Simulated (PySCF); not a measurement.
Species: C5H6O2S.
SMILES: `CSc1ccc(O)o1`

Jobs on this species (14 atoms, 68 electrons) with PySCF (density fitting). Hardware of each: one thread of an Arm Neoverse V2 (shared host). The host was shared with other jobs, so the times are rough. Peak memory is the resident size of the whole Python process, interpreter and libraries included.

```json
{"level and settings": "PBE0/pcSseg-1", "work": "shieldings, ring-centre shieldings, charges and field gradients", "basis functions": "173", "SCF cycles": "?", "wall time": "?", "peak memory": "?"}
{"level and settings": "B97-2/6-31G*, damping 0.1 at the start, DIIS from the seventh cycle, energy threshold 1e-07 Eh", "work": "shieldings, ring-centre shieldings", "basis functions": "128", "SCF cycles": "16", "wall time": "14 s", "peak memory": "0.67 GiB"}
{"level and settings": "PBE0/def2-SVPD", "work": "6 singlets by full TDDFT, 2 Tamm–Dancoff triplets, polarisability", "basis functions": "221", "SCF cycles": "14", "wall time": "30 s", "peak memory": "0.89 GiB"}
```

Question: Fill in the missing figures.

Answer: 
- PBE0/pcSseg-1; shieldings, ring-centre shieldings, charges and field gradients: 19 s, 0.78 GiB, 14 SCF cycles

Question: What do all jobs in the table cost together?

Answer: About 63 s; the longest takes about 48 % of that, and about 2.1 times as long as the shortest.
